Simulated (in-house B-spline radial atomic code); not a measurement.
Computed with a B-spline radial atomic code. Model: two electrons, singlet ground state, non-relativistic, full CI in B-splines with partial waves to l = 8 (at full coupling up to 3e-4 hartree above the limit, correlation up to 0.6 % small), density held at that of full coupling by Lieb maximisation.

Along the adiabatic connection the electron repulsion is scaled by a coupling λ while a local potential keeps the density fixed. At λ = 0 the system is the Kohn-Sham one and W equals the exchange energy; the exchange-correlation energy is the area under W between 0 and 1. The kinetic energy rises with λ as the electrons avoid each other, with dT/dλ = −λ dW/dλ.

Command:
```bash
python run_ac.py task.json out
```
Settings (lengths in bohr, energies in hartree):
```
potential              harmonic
strength               17.2
lmax                   8
```

Cost of the run: 4.5 s on 1 thread of Intel(R) Xeon(R) Processor @ 2.30GHz, on a shared host.

**W = mean repulsion less Hartree energy, and W of three functionals.**

Given: confinement harmonic well; well frequency 17.2 hartree; external potential omega^2 r^2/2.

Computed: PBE exchange minus exact 138.92 millihartree; SCAN exchange minus exact 10.871 millihartree.

```json
{"coupling": "0", "W xc (hartree)": "-3.2539", "W xc minus exchange (millihartree)": "0", "kinetic minus Kohn-Sham (millihartree)": "0", "LDA (PW92) W minus its exchange (millihartree)": "0", "PBE W minus its exchange (millihartree)": "0", "SCAN W minus its exchange (millihartree)": "0"}
{"coupling": "0.02", "W xc (hartree)": "-3.2559", "W xc minus exchange (millihartree)": "-1.985", "kinetic minus Kohn-Sham (millihartree)": "0", "LDA (PW92) W minus its exchange (millihartree)": "-14.85", "PBE W minus its exchange (millihartree)": "-3.26", "SCAN W minus its exchange (millihartree)": "-1.92"}
{"coupling": "0.05", "W xc (hartree)": "-3.2589", "W xc minus exchange (millihartree)": "-4.953", "kinetic minus Kohn-Sham (millihartree)": "0.1", "LDA (PW92) W minus its exchange (millihartree)": "-31.53", "PBE W minus its exchange (millihartree)": "-8.09", "SCAN W minus its exchange (millihartree)": "-4.76"}
{"coupling": "0.12", "W xc (hartree)": "-3.2657", "W xc minus exchange (millihartree)": "-11.826", "kinetic minus Kohn-Sham (millihartree)": "0.7", "LDA (PW92) W minus its exchange (millihartree)": "-63.09", "PBE W minus its exchange (millihartree)": "-19.07", "SCAN W minus its exchange (millihartree)": "-11.29"}
{"coupling": "0.25", "W xc (hartree)": "-3.2783", "W xc minus exchange (millihartree)": "-24.407", "kinetic minus Kohn-Sham (millihartree)": "3", "LDA (PW92) W minus its exchange (millihartree)": "-110.11", "PBE W minus its exchange (millihartree)": "-38.59", "SCAN W minus its exchange (millihartree)": "-23.14"}
{"coupling": "0.4", "W xc (hartree)": "-3.2926", "W xc minus exchange (millihartree)": "-38.632", "kinetic minus Kohn-Sham (millihartree)": "7.7", "LDA (PW92) W minus its exchange (millihartree)": "-155.08", "PBE W minus its exchange (millihartree)": "-59.93", "SCAN W minus its exchange (millihartree)": "-36.43"}
{"coupling": "0.6", "W xc (hartree)": "?", "W xc minus exchange (millihartree)": "?", "kinetic minus Kohn-Sham (millihartree)": "?", "LDA (PW92) W minus its exchange (millihartree)": "?", "PBE W minus its exchange (millihartree)": "?", "SCAN W minus its exchange (millihartree)": "?"}
{"coupling": "0.8", "W xc (hartree)": "-3.329", "W xc minus exchange (millihartree)": "-75.101", "kinetic minus Kohn-Sham (millihartree)": "29.5", "LDA (PW92) W minus its exchange (millihartree)": "-250.94", "PBE W minus its exchange (millihartree)": "-112.05", "SCAN W minus its exchange (millihartree)": "-70.23"}
{"coupling": "1", "W xc (hartree)": "-3.3465", "W xc minus exchange (millihartree)": "-92.57", "kinetic minus Kohn-Sham (millihartree)": "45.2", "LDA (PW92) W minus its exchange (millihartree)": "-291.01", "PBE W minus its exchange (millihartree)": "-136.01", "SCAN W minus its exchange (millihartree)": "-86.34"}
{"coupling": "1.4", "W xc (hartree)": "-3.38", "W xc minus exchange (millihartree)": "-126.07", "kinetic minus Kohn-Sham (millihartree)": "85.3", "LDA (PW92) W minus its exchange (millihartree)": "-361.3", "PBE W minus its exchange (millihartree)": "-180.61", "SCAN W minus its exchange (millihartree)": "-117.19"}
{"coupling": "2", "W xc (hartree)": "-3.4269", "W xc minus exchange (millihartree)": "-172.95", "kinetic minus Kohn-Sham (millihartree)": "164.8", "LDA (PW92) W minus its exchange (millihartree)": "-449.92", "PBE W minus its exchange (millihartree)": "-240.79", "SCAN W minus its exchange (millihartree)": "-160.41"}
{"coupling": "3", "W xc (hartree)": "-3.497", "W xc minus exchange (millihartree)": "-243.12", "kinetic minus Kohn-Sham (millihartree)": "339.4", "LDA (PW92) W minus its exchange (millihartree)": "-569.33", "PBE W minus its exchange (millihartree)": "-327.66", "SCAN W minus its exchange (millihartree)": "-225.57"}
{"coupling": "4.5", "W xc (hartree)": "-3.5867", "W xc minus exchange (millihartree)": "-332.73", "kinetic minus Kohn-Sham (millihartree)": "673.4", "LDA (PW92) W minus its exchange (millihartree)": "-708.45", "PBE W minus its exchange (millihartree)": "-435.56", "SCAN W minus its exchange (millihartree)": "-310.3"}
{"coupling": "7", "W xc (hartree)": "?", "W xc minus exchange (millihartree)": "?", "kinetic minus Kohn-Sham (millihartree)": "?", "LDA (PW92) W minus its exchange (millihartree)": "?", "PBE W minus its exchange (millihartree)": "?", "SCAN W minus its exchange (millihartree)": "?"}
{"coupling": "10", "W xc (hartree)": "-3.8097", "W xc minus exchange (millihartree)": "-555.81", "kinetic minus Kohn-Sham (millihartree)": "2230.7", "LDA (PW92) W minus its exchange (millihartree)": "-1028.7", "PBE W minus its exchange (millihartree)": "-703.76", "SCAN W minus its exchange (millihartree)": "-533.44"}
```

What belongs in the row 0.6?

W xc (hartree): -3.311; W xc minus exchange (millihartree): -57.127; kinetic minus Kohn-Sham (millihartree): 16.9; LDA (PW92) W minus its exchange (millihartree): -206.27; PBE W minus its exchange (millihartree): -86.77; SCAN W minus its exchange (millihartree): -53.61.

What belongs in the row 7?

W xc (hartree): -3.7044; W xc minus exchange (millihartree): -450.51; kinetic minus Kohn-Sham (millihartree): 1343.6; LDA (PW92) W minus its exchange (millihartree): -879.71; PBE W minus its exchange (millihartree): -576.11; SCAN W minus its exchange (millihartree): -425.54.

What is the LDA exchange minus exact?

472.07 millihartree.

**Energy parts, natural occupations and partial-wave weights.**

Computed: total energy 54.8339 hartree; exchange energy -3.2539 hartree; correlation energy -0.047393 hartree; kinetic part of the DFT correlation energy 0.045178 hartree; initial slope twice GL2 -0.099411 hartree; Kohn-Sham kinetic 25.001 hartree; Lieb Oxford ratio E_xc over LDA exchange 1.1867.

```tsv
natural	occupation of the shell (electrons)
s	1.9981
p	0.0016974
s	?
d	8.3018e-05
p	1.6992e-05
f	1.1281e-05
```

What belongs in the row s?

occupation of the shell (electrons): 9.7107e-05.

| wave | weight |
| --- | --- |
| s | 0.99909 |
| p | 0.00085776 |
| d | ? |
| f | 6.2335e-06 |
| g | 1.4484e-06 |

What belongs in the row d?

weight: 4.3537e-05.

What is the Hartree energy?

6.5078 hartree.

What is the kinetic part over minus potential part?

0.48804.

Half-way to full coupling W has made 52 % of its drop, against 50 % for a straight line, and second-order (GL2) theory, half the initial slope, overshoots the correlation energy by about 5 %: correlation is weak here. Over couplings 0 to 1 the errors in E_xc come to about +348 millihartree for LDA, +115 millihartree for PBE, +14 millihartree for SCAN, so SCAN is nearest. In LDA and PBE the errors of exchange and correlation have opposite signs, so the sum is smaller than the larger of the two.
